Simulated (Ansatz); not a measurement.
Start from `C[AsH]B1CC1` and change one atom or group to get `[AlH2][B]1CC1`.

Ansatz, PBE0-D4/def2-TZVP geometries, multiplicity 1. Each molecule was computed in one conformer, which needn't be the lowest.

Scalar relativity is left out up to krypton.

| property | `C[AsH]B1CC1` |
| --- | --- |
| LUMO energy (ωB97M-V/def2-TZVPP) / eV | 0.69 |
| size of the dipole moment (PBE/def2-TZVPP) / D | 0.95 |
| HOMO energy (PBE/def2-TZVPP) / eV | -5.78 |
| HOMO energy (PBE0/def2-TZVPP) / eV | -6.83 |
| LUMO energy (B3LYP/def2-TZVPP) / eV | -1.44 |
| size of the dipole moment (B3LYP/def2-TZVPP) / D | 0.94 |

Give the same properties after the change, and the shifts. (Best estimate.)

Ansatz gave: 
```tsv
property	`[AlH2][B]1CC1`	shift
LUMO energy (ωB97M-V/def2-TZVPP) / eV	0.10	-0.59
size of the dipole moment (PBE/def2-TZVPP) / D	1.09	0.14
HOMO energy (PBE/def2-TZVPP) / eV	-6.09	-0.31
HOMO energy (PBE0/def2-TZVPP) / eV	-7.25	-0.42
LUMO energy (B3LYP/def2-TZVPP) / eV	-1.90	-0.46
size of the dipole moment (B3LYP/def2-TZVPP) / D	0.92	-0.02
```

With PBE0 the HOMO falls by 0.42 eV and the LUMO falls by 0.47 eV, so the gap narrows by about 0.05 eV. PBE moves the HOMO by -0.31 eV and ωB97M-V by -0.50 eV. Dipoles are sizes alone; their direction can turn.

B3LYP here is the variant with VWN-RPA as its local correlation; programs differ in this.
